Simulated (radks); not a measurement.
Q: Valence configurations of the gallium ion Ga3+ (all share [Ar]). All-electron calculation, scalar-relativistic Kohn-Sham, PBE, spin-polarised, spherical densities, point nucleus; open shells are filled with parallel spins first. Program: a radial shooting solver on a logarithmic mesh with Libxc functionals. Order these by energy: 3d7 4s2 4p1; 3d10; 3d8 4p2; 3d8 4s1 4p1; 3d6 4s2 4p2; 3d7 4s1 4p2; 3d9 4s1; 3d8 4s2; 3d9 4p1; 3d9.5 4p0.5.

A: From the lowest, in eV above it: 3d10 0.000; 3d9.5 4p0.5 13.249; 3d9 4s1 17.901; 3d9 4p1 27.908; 3d8 4s2 42.314; 3d8 4s1 4p1 51.042; 3d8 4p2 61.783; 3d7 4s2 4p1 82.796; 3d7 4s1 4p2 90.826; 3d6 4s2 4p2 130.35. NIST lists [Ar] 3d10 as the ground configuration; this level of theory agrees among the configurations tried. The energies are those of spherical high-spin densities, not of single terms.
